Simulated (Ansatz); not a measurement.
One geometry of Sn(GeH3)H3 (SnGeH₆), several levels of theory.

```yaml
crystal:
  periodic: [false, false, false]
  atoms:
    - {symbol: Sn, position_ang: [-0.003740, 0.007111, -1.273839]}
    - {symbol: Ge, position_ang: [0.003949, -0.006741, 1.317639]}
    - {symbol: H, position_ang: [0.824037, 1.168303, 1.866620]}
    - {symbol: H, position_ang: [0.617257, -1.309583, 1.847368]}
    - {symbol: H, position_ang: [-1.425341, 0.107954, 1.863859]}
    - {symbol: H, position_ang: [1.591890, -0.022325, -1.878492]}
    - {symbol: H, position_ang: [-0.775137, 1.410908, -1.862713]}
    - {symbol: H, position_ang: [-0.832925, -1.355638, -1.880442]}
basis:
  gaussian: {orbitals: def2-TZVP, initial_orbitals: start.molden}
hamiltonian: {xc: {name: CAM-B3LYP}, dispersion: d4}
scf: {omitted_lower_state_checks: [starts]}
output: {orbitals: {seedname: orbitals}}
```

The file start.molden holds the orbitals of an earlier run on this structure, at another level or in another basis.

```sh
$ ansatz run in.yaml --threads 2 --pin off --events-out ev --progress --plain --max-ram 4352MiB
```

Output, abridged:

```
Functional definition: CAM-B3LYP
1085 factors; their error is unknown
291 factors; integrals over basis functions are off by at most 1.1e-5 eV
mean field evaluation 1: about -62449.5136 eV, gradient 4.8e0 eV
mean field evaluation 2: about -62449.5500 eV, gradient 3.9e-2 eV
mean field evaluation 4: about -62449.8075 eV, gradient 4.0e-5 eV
mean field -62449.80745566 eV, -2294.9880939957 hartree, gradient 4.2e-5 eV, S^2 0.000000; 0 other end points of the search recorded, 0 dependent functions left out
reference -62449.80760418 eV, -2294.9880994535 hartree; 30, 30 occupied and 104, 104 virtual orbitals, 1085 factors
Total energy: -62449.93018948 eV, -2294.9926043805 hartree
Checks for a lower state left out: starts
```

It took 6.5 s on 2 threads of Intel Xeon on a shared host.

As the first input, with `hamiltonian: {xc: lda}` (abridged; 3 s):

```
Functional definition: SPW92
mean field -62350.11949191 eV, -2291.3246288988 hartree, gradient 2.5e-5 eV, S^2 0.000000
Total energy: -62350.11954240 eV, -2291.3246307543 hartree
Checks for a lower state left out: starts
```

First input, but with `gaussian: {orbitals: def2-SVP, initial_orbitals: start.molden}`, `hamiltonian: {xc: pbe0, dispersion: d4}` (abridged; 4.2 s):

```
Functional definition: PBE0
mean field -62432.50855703 eV, -2294.3523711965 hartree, gradient 1.6e-5 eV, S^2 0.000000
Total energy: -62432.62652116 eV, -2294.3567062985 hartree
Checks for a lower state left out: starts
```

As the first input, with `gaussian: {orbitals: "def2-QZVPP.json", initial_orbitals: start.molden}`, `hamiltonian: {xc: pbe0, dispersion: d4}` (abridged; 20 s):

```
Functional definition: PBE0
mean field -62441.22654579 eV, -2294.6727513745 hartree, gradient 6.7e-6 eV, S^2 0.000000
Total energy: -62441.34452460 eV, -2294.6770870158 hartree
Checks for a lower state left out: starts
```

As the first input, with `gaussian: {orbitals: def2-TZVPP, initial_orbitals: start.molden}`, `correlation: {method: ccsd_t}` and without the key `hamiltonian` (abridged; 2.1 min):

```
Functional definition: HF
mean field -62373.68290550 eV, -2292.1905683763 hartree, gradient 1.2e-6 eV, S^2 0.000000
13 core orbitals not correlated: weight in the atoms' cores, before any rotation towards them, 1.000 or more for the frozen orbitals, at most 0.000 for the correlated occupied ones
second order -16.58677234 eV of doubles, -0.00000000 eV of singles
cycle   1  -16.64033929 eV  change   -5.4e-2 eV  update   1.0e-1
cycle   2  -17.22647236 eV  change   -5.9e-1 eV  update   3.0e-2
cycle   3  -17.27550623 eV  change   -4.9e-2 eV  update   1.3e-2
cycle   4  -17.26860767 eV  change    6.9e-3 eV  update   3.3e-3
cycle   5  -17.26734379 eV  change    1.3e-3 eV  update   9.3e-4
cycle   6  -17.26710198 eV  change    2.4e-4 eV  update   2.6e-4
cycle   7  -17.26699759 eV  change    1.0e-4 eV  update   6.1e-5
cycle   8  -17.26700578 eV  change   -8.2e-6 eV  update   1.8e-5
perturbative correction -0.50049802 eV, -0.0183929629 hartree
Total energy: -62391.45040929 eV, -2292.8435120976 hartree
Checks for a lower state left out: starts
```

First input, but with `hamiltonian: {xc: {name: B2PLYP}}` and without the key `output` (abridged; 8.5 s):

```
Functional definition: B2PLYP
mean field -62425.62445075 eV, -2294.0993849571 hartree, gradient 6.1e-6 eV, S^2 0.000000
13 core orbitals not correlated: weight in the atoms' cores, before any rotation towards them, 1.000 or more for the frozen orbitals, at most 0.000 for the correlated occupied ones
second order -19.31344503 eV of doubles, -0.00000000 eV of singles
Total energy: -62430.83927249 eV, -2294.2910261211 hartree
Checks for a lower state left out: starts
```

The first input with `hamiltonian: {xc: {name: revPBE}, dispersion: d4}` (abridged; 4 s):

```
Functional definition: revPBE
mean field -62443.87622765 eV, -2294.7701253867 hartree, gradient 5.4e-5 eV, S^2 0.000000
Total energy: -62444.22652546 eV, -2294.7829985938 hartree
Checks for a lower state left out: starts
```

Geometry: r2SCAN-D4/def2-TZVP.

In the def2 sets Sn takes a core potential; there is no spin–orbit coupling. Correlated methods freeze 13 core orbitals; core or outer-core shells of Sn, Ge are correlated, in sets that lack core-valence functions.
